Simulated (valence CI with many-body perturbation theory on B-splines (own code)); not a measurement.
The numbers below are computed, except where a source is named.
# Tm XXIX: magnetic and hyperfine properties of the levels

Level of theory: configuration interaction combined with many-body perturbation theory (CI+MBPT): five valence electrons over a frozen Dirac-Fock core [Kr], radial functions for each j: 7 s, 7 p, 8 d, 6 f, 4 g, 1 h, with the one-electron correlation potential Σ1, the two-electron term Σ2, the three-electron term Σ3, Breit, model QED; selected CI, second order for the rest (own B-spline code, finite nucleus).

The last digits are not significant, and no measured levels were compared; by estimate large intervals hold to a few tenths of a per cent, small ones and those within an open d or f shell to about a per cent. Only levels of the ground parity were solved; by the run's estimate the other parity begins above the list, which can be wrong where configurations are misplaced.

A/g_I is the dipole constant over the nuclear g factor μ/I (μ in nuclear magnetons, uniformly magnetised nucleus), B/Q the quadrupole constant per barn. Both hold the static response of the core; the bare values leave it out. Large factors of s and p1/2 electrons are usually good to 5 to 10 %; those of open d and f shells near neutrality can be off by tens of per cent, and small factors of p3/2, d and f electrons come from cancelling terms and can be off by a factor of two or in sign, in half-filled shells by more. B is blank for J = 1/2, where it vanishes, and for nearly pure S terms. Energies count from the lowest level.

Levels are named by their leading jj configuration (3d3/2^4 stands for four electrons in 3d with j = 3/2), which in mixed levels can hold well under half, so a name can repeat and another be missing. Letters in brackets count levels of one name in rising energy.

```csv
Level,E (cm⁻¹),g,A/g_I (MHz),A/g_I bare,B/Q (MHz/b),B/Q bare
(4d3/2^4 4d5/2) J=5/2,0,1.481,4210,5000,8870,8460
(4d3/2^3 4d5/2^2) J=5/2 [a],63758,1.292,3940,4360,6530,6240
(4d3/2^3 4d5/2^2) J=7/2 [a],96777,1.155,7530,7660,13700,13100
(4d3/2^3 4d5/2^2) J=3/2 [a],99991,1.226,8890,9160,10900,10500
(4d3/2^3 4d5/2^2) J=11/2,103390,1.132,9510,9590,-297,-345
(4d3/2^3 4d5/2^2) J=9/2,112900,1.150,8510,8630,12800,12300
(4d3/2^3 4d5/2^2) J=5/2 [b],118060,1.141,8690,8790,1320,1290
(4d3/2^3 4d5/2^2) J=1/2,123370,1.814,-5200,-3700,,
(4d3/2^3 4d5/2^2) J=7/2 [b],134050,1.101,10300,10300,-13100,-12600
(4d3/2^2 4d5/2^3) J=5/2 [a],160770,1.240,4150,4470,574,553
(4d3/2^3 4d5/2^2) J=3/2 [b],166650,0.786,17100,16400,-11900,-11400
(4d3/2^2 4d5/2^3) J=7/2 [a],177820,1.217,6460,6720,-2050,-1980
(4d3/2^2 4d5/2^3) J=11/2,182520,1.076,9650,9620,484,475
(4d3/2^2 4d5/2^3) J=9/2 [a],187500,1.147,8180,8290,-2210,-2130
(4d3/2^2 4d5/2^3) J=1/2 [a],192420,0.599,24200,23200,,
(4d3/2^2 4d5/2^3) J=13/2,198090,1.074,10200,10200,-8.87,1.86
(4d3/2^2 4d5/2^3) J=3/2 [a],198960,1.197,7890,8110,708,669
(4d3/2^2 4d5/2^3) J=5/2 [b],203110,1.016,11300,11100,-2550,-2420
(4d3/2^2 4d5/2^3) J=9/2 [b],219670,1.109,9240,9270,810,780
(4d3/2^2 4d5/2^3) J=7/2 [b],224270,0.989,12600,12400,-801,-769
(4d3/2^2 4d5/2^3) J=5/2 [c],227720,1.042,10700,10600,2670,2540
(4d3/2^2 4d5/2^3) J=3/2 [b],234070,0.828,15900,15300,1190,1160
(4d3/2^2 4d5/2^3) J=1/2 [b],244870,1.832,-5870,-4340,,
(4d3/2^2 4d5/2^3) J=7/2 [c],245930,1.052,11300,11200,1620,1550
(4d3/2^2 4d5/2^3) J=9/2 [c],266290,1.104,9350,9370,8060,7760
(4d3/2 4d5/2^4) J=5/2 [a],271460,1.244,4610,4930,-6980,-6680
(4d3/2 4d5/2^4) J=7/2 [a],294410,1.193,7030,7240,-17200,-16500
(4d3/2 4d5/2^4) J=11/2,302140,1.069,9990,9940,-138,-61.2
(4d3/2 4d5/2^4) J=3/2 [a],302530,0.968,9880,9640,-9990,-9610
(4d3/2^2 4d5/2^3) J=5/2 [d],308330,1.136,7650,7740,7110,6850
(4d3/2^2 4d5/2^3) J=3/2 [c],308850,1.161,8850,8990,-8120,-7800
(4d3/2 4d5/2^4) J=9/2,321540,1.113,8820,8860,-19400,-18600
(4d3/2 4d5/2^4) J=5/2 [b],332640,1.112,8720,8760,856,832
(4d3/2 4d5/2^4) J=7/2 [b],339900,0.987,11600,11300,17900,17200
(4d3/2 4d5/2^4) J=1/2,364610,1.080,-1100,-1070,,
(4d3/2 4d5/2^4) J=3/2 [b],403670,0.879,16500,16100,17200,16500
(4d5/2^5) J=5/2,416840,1.156,7010,7150,-18400,-17600
```

Take the isotope of mass number 171, with I = 1/2, μ = -0.23 μN. What is the hyperfine structure of (4d3/2^3 4d5/2^2) J=3/2 [a]?

From the table A = -4090 MHz. Shifts from the centre of gravity in MHz: F = 1: 5110, F = 2: -3070.
